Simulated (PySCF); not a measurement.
# Reading the logs of faulty runs: H6N2Si

These are calculations, not measurements. They come from PySCF 2.14.0, an open-source quantum chemistry program, on an isolated molecule that a program drew, which may never have been made. The molecule is H6N2Si (charge 0, singlet), drawn as the SMILES string `N[SiH2]N`.

Each row is a Hartree-Fock (HF) and frozen-core CCSD(T) single point in the cc-pV(D+d)Z basis, meant for a local HF minimum. Run 1 is clean. Each other run has one planted mistake out of seven kinds, and not every kind appears here: one electron removed, one electron added, multiplicity raised by two, geometry at a saddle point, minimal basis STO-3G, one bond length entered in bohr, all coordinates scaled. The reference is restricted for singlets and unrestricted otherwise, and also for a bond in bohr. Adding or removing an electron swaps singlet and doublet. Electrons count all cores. HOMO and LUMO are orbital energies over both spins, the gradient is its largest component, and the lowest frequency (negative if imaginary) is given only where the gradient is small. Bond lengths are over the 8 bonds as drawn. T1 is the CCSD diagnostic: over 0.02 (restricted) or 0.045 (unrestricted) a single reference is doubtful.

Geometry of the clean run:
```xyz
9
H6N2Si, angstrom
N     0.3722   -1.9698    1.5658
Si   -0.1620   -0.8558    0.3754
N    -1.6604   -1.4186   -0.2423
H     0.5206   -2.9309    1.3209
H     1.0356   -1.6730    2.2562
H    -0.1789    0.4546    1.0752
H     0.6986   -0.6991   -0.8254
H    -2.4384   -1.5516    0.3765
H    -1.9722   -1.1038   -1.1414
```

```
run,electrons,basis functions,<S^2>,HOMO (eV),LUMO (eV),gradient (hartree/bohr),lowest frequency (cm^-1),mean bond (Å),longest bond (Å),T1,HF (hartree),CCSD(T) (hartree),mistake
1,34,81,0.000,-10.58,4.99,3.6e-05,232,1.3016,1.716,0.0099,-401.38954,-401.88810,no fault
2,34,81,0.000,-10.64,5.21,5.3e-02,-,1.2392,1.633,0.0090,-401.36674,-401.85763,all coordinates scaled
3,34,81,2.008,-2.44,0.20,7.9e-02,-,1.3016,1.716,0.0234,-401.15306,-401.63259,multiplicity raised by two
4,34,81,0.763,-8.04,2.80,1.3e-02,-,1.4669,2.807,0.0540,-401.27356,-401.76781,one bond length entered in bohr
5,34,25,0.000,-8.14,13.96,3.2e-02,-,1.3016,1.716,0.0074,-396.58951,-396.75279,?
```

**Which mistake was planted in run 5, and what did it cost?**

It has 25 basis functions where the clean run has 81, with the same electrons and geometry. So the mistake is: minimal basis STO-3G. Subtracting run 1 and multiplying by 627.51 kcal/mol a hartree, the energy moved by 3012.1 kcal/mol in HF and 3222.5 kcal/mol in CCSD(T).

Cautions from the logs. Run 4: T1 is over the limit, so its CCSD(T) energy is less reliable.
